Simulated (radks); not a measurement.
Problem. Os I, 76 electrons, occupied as [Xe] 4f14 5d4 6s1 6p3 (not the ground configuration). All-electron calculation, Dirac Kohn-Sham, PBE, spin-unpolarised, spherical densities, finite nucleus; open shells are shared between the two j in proportion to 2j + 1; Fermi nuclear charge, rms radius 5.4126 fm. Program: a radial shooting solver on a logarithmic mesh with Libxc functionals. Some entries of the table are withheld. Estimate them.

| orbital | occ. | eigenvalue (eV) | <r^2> (bohr^2) |
|---|---|---|---|
| 1s1/2 | 2 | -73745.94 | 0.0004336 |
| 2s1/2 | 2 | -12843.90 | 0.006586 |
| 2p1/2 | 2 | -12300.20 | 0.004685 |
| 2p3/2 | 4 | -10769.07 | 0.005880 |
| 3s1/2 | 2 | -2996.945 | 0.04290 |
| 3p1/2 | 2 | -2753.095 | 0.03926 |
| 3p3/2 | 4 | -2419.193 | 0.04577 |
| 3d3/2 | 4 | -2009.760 | (1) |
| 3d5/2 | 6 | -1937.427 | (2) |
| 4s1/2 | 2 | -640.8147 | 0.2107 |
| 4p1/2 | 2 | -538.3621 | 0.2163 |
| 4p3/2 | 4 | -459.9416 | 0.2505 |
| 4d3/2 | 4 | -291.6152 | 0.2697 |
| 4d5/2 | 6 | -277.0889 | 0.2823 |
| 5s1/2 | 2 | -101.6306 | (3) |
| 5p1/2 | 2 | -69.7869 | 1.340 |
| 4f5/2 | 6 | -64.0601 | 0.3746 |
| 4f7/2 | 8 | -61.2514 | 0.3859 |
| 5p3/2 | 4 | -57.2549 | 1.583 |
| 5d3/2 | 1.6 | -14.9271 | 3.006 |
| 5d5/2 | 2.4 | -13.6533 | 3.213 |
| 6s1/2 | 1 | -10.6129 | 7.998 |
| 6p1/2 | 1 | -4.7353 | 12.90 |
| 6p3/2 | 2 | -3.6680 | 15.92 |

Solution. 
(1) 3d3/2 <r^2> (bohr^2): 0.03533
(2) 3d5/2 <r^2> (bohr^2): 0.03711
(3) 5s1/2 <r^2> (bohr^2): 1.126
